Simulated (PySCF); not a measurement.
PySCF 2.14 output of an unrestricted PBE calculation on a single atom or ion in x2c-TZVPPall, with scalar relativity by spin-free X2C-1e:

```
SCF conv_tol = 1e-09
number electrons alpha = 36  beta = 30
    J. P. Perdew, K. Burke, and M. Ernzerhof.,  Phys. Rev. Lett. 77, 3865 (1996)
    J. P. Perdew, K. Burke, and M. Ernzerhof.,  Phys. Rev. Lett. 78, 1396 (1997)
    J. P. Perdew, K. Burke, and M. Ernzerhof.,  Phys. Rev. Lett. 77, 3865 (1996)
    J. P. Perdew, K. Burke, and M. Ernzerhof.,  Phys. Rev. Lett. 78, 1396 (1997)
cycle= 1 E= -12156.5433178292  delta_E= 0.00801  |g|= 0.725  |ddm|= 0.59
cycle= 2 E= -12156.2749066244  delta_E= 0.268  |g|= 1.79  |ddm|= 0.863
cycle= 3 E= -12156.6013148127  delta_E= -0.326  |g|= 0.0831  |ddm|= 0.617
cycle= 4 E= -12156.6022278204  delta_E= -0.000913  |g|= 0.0102  |ddm|= 0.0417
cycle= 5 E= -12156.6022438629  delta_E= -1.6e-05  |g|= 0.00138  |ddm|= 0.00914
cycle= 6 E= -12156.602244524  delta_E= -6.61e-07  |g|= 0.000318  |ddm|= 0.00304
cycle= 7 E= -12156.602244567  delta_E= -4.3e-08  |g|= 2.87e-05  |ddm|= 0.000679
cycle= 8 E= -12156.6022445674  delta_E= -3.66e-10  |g|= 3.58e-06  |ddm|= 5.35e-05
converged SCF energy = -12156.6022445674  <S^2> = 12.002499  2S+1 = 7.000714
```

The run itself started from symmetry-adapted Hartree-Fock orbitals and held the occupation by maximum overlap, on a logarithmic radial grid, so the iterations belong to that start.

Q: Which element, charge and spin multiplicity is this?

A: Dy (dysprosium, neutral), multiplicity 7; the state was [Xe] 4f10 5d1 6s1, one real determinant (an excited configuration).

⟨L²⟩ = 40.02 against 72 for a pure L term, so this real determinant mixes terms. Spin-orbit coupling, absent here, splits the open shell strongly.
